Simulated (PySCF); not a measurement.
# Electron correlation in Cu (copper, neutral)

[Ar] 3d9 4s2, 2D determinant (an excited configuration). Computed with PySCF 2.14 in ANO-RCC-VTZP, with the spin-free X2C one-electron Hamiltonian (Gaussian nucleus). Frozen: [Ar]; 11 electrons correlated.

```tsv
level	correlation energy (mhartree)
CCSD	-398.71
(T)	-13.83
CCSD(T)	-412.54
```

Diagnostics: T1 = 0.020, D1 = 0.0565, largest double amplitude 0.115.

Cost of the coupled-cluster step: about 6 core-seconds, for 11 correlated electrons.

Iterations:

```
CC2 = 0
CCSD nocc = (np.int64(6), np.int64(5)), nmo = (50, 50)
frozen orbitals [[0, 1, 2, 3, 4, 5, 6, 7, 8], [0, 1, 2, 3, 4, 5, 6, 7, 8]]
max_cycle = 100
direct = 0
conv_tol = 1e-08
conv_tol_normt = 1e-06
diis_space = 8
diis_start_cycle = 0
Init t2, MP2 energy = -0.423460835150653
Init E_corr(UCCSD) = -0.423460835159176
cycle = 1  E_corr(UCCSD) = -0.382928121034539  dE = 0.0405327141  norm(t1,t2) = 0.0981185
cycle = 2  E_corr(UCCSD) = -0.399482058756171  dE = -0.0165539377  norm(t1,t2) = 0.0377543
cycle = 3  E_corr(UCCSD) = -0.396998740575587  dE = 0.00248331818  norm(t1,t2) = 0.0180372
cycle = 4  E_corr(UCCSD) = -0.398506151119809  dE = -0.00150741054  norm(t1,t2) = 0.00702985
cycle = 5  E_corr(UCCSD) = -0.398718723294347  dE = -0.000212572175  norm(t1,t2) = 0.000699439
cycle = 6  E_corr(UCCSD) = -0.398700380545644  dE = 1.83427487e-05  norm(t1,t2) = 0.000391486
cycle = 7  E_corr(UCCSD) = -0.398705206837408  dE = -4.82629176e-06  norm(t1,t2) = 0.00017701
cycle = 8  E_corr(UCCSD) = -0.398708759290294  dE = -3.55245289e-06  norm(t1,t2) = 8.58002e-05
cycle = 9  E_corr(UCCSD) = -0.39870828278053  dE = 4.76509763e-07  norm(t1,t2) = 4.84833e-05
cycle = 10  E_corr(UCCSD) = -0.398707020812225  dE = 1.26196831e-06  norm(t1,t2) = 1.12376e-05
cycle = 11  E_corr(UCCSD) = -0.3987071271674  dE = -1.06355175e-07  norm(t1,t2) = 3.10049e-06
cycle = 12  E_corr(UCCSD) = -0.39870710794279  dE = 1.92246101e-08  norm(t1,t2) = 1.29089e-06
cycle = 13  E_corr(UCCSD) = -0.398707073543502  dE = 3.43992871e-08  norm(t1,t2) = 4.03657e-07
cycle = 14  E_corr(UCCSD) = -0.398707086545618  dE = -1.30021151e-08  norm(t1,t2) = 1.0843e-07
cycle = 15  E_corr(UCCSD) = -0.398707086206417  dE = 3.39200668e-10  norm(t1,t2) = 4.54118e-08
UCCSD converged
E(UCCSD) = -1653.554589680808  E_corr = -0.3987070862064169
UCCSD(T) correction = -0.0138304466658161
```
